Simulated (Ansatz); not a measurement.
InH2I was relaxed with r2SCAN-D4 (def2-TZVP) in Ansatz in these states: charge +1 doublet, neutral singlet. The geometries follow in no particular order.

In the def2 sets I, In take a core potential; there is no spin–orbit coupling.

A:

```tsv
atom	x (Å)	y (Å)	z (Å)
In1	0.157	-0.551	-0.172
H2	1.266	-0.161	-1.364
H3	-0.807	-1.449	0.860
I4	-0.616	2.160	0.677
```

B:

```xyz
4

In    0.1661   -0.1421    0.2463
H     0.9389    0.9742    1.2776
H     0.0753   -1.8447    0.2334
I    -1.1803    1.0126   -1.7573
```

Question: Judge from the bond lengths which geometry belongs to which state (an estimate).

Answer: A is the charge +1 doublet (In1–I4 2.944 Å, In1–H3 1.673 Å, In1–H2 1.673 Å); B is the neutral singlet (In1–I4 2.676 Å, In1–H3 1.705 Å, In1–H2 1.705 Å).
